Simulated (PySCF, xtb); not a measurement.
Ge(F)2 cation (F2Ge), SMILES [F][Ge][F] (connectivity only; charge and spin as stated), charge +1, multiplicity 2.

Harmonic wavenumbers (cm⁻¹) from GFN2-xTB (xtb) at its own minimum, in rising order: 73, 303, 350.

Q: What does B3LYP-D3(BJ)/def2-TZVP (PySCF) give at its own minimum? (The exact figures need the calculation; the answer reports its results.)

A: 195, 717, 767. Paired by order, the mean absolute difference is 317 cm⁻¹ and the zero-point energies are 1.0 and 2.4 kcal/mol.
